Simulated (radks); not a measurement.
Results of a calculation; reference values are marked as such.
Question: Orbital eigenvalues (eV) of neutral beryllium, [He] 2s2, of relativity; Dirac values are averaged over j with weights 2j + 1. Spin-unpolarised spherical Kohn-Sham, PBE, point nucleus unless stated (finite: rms radius 2.519 fm), a radial shooting solver on a logarithmic mesh with Libxc functionals. A level marked "c x" has the speed of light scaled by that factor.

shell  non-rel.
1s      -106.20
2s      -5.6088

Give the values at the level "Dirac, c x 100".

Answer: 
shell  Dirac, c x 100  change of magnitude (%)
1s            -106.20                    0.00
2s            -5.6088                    0.00
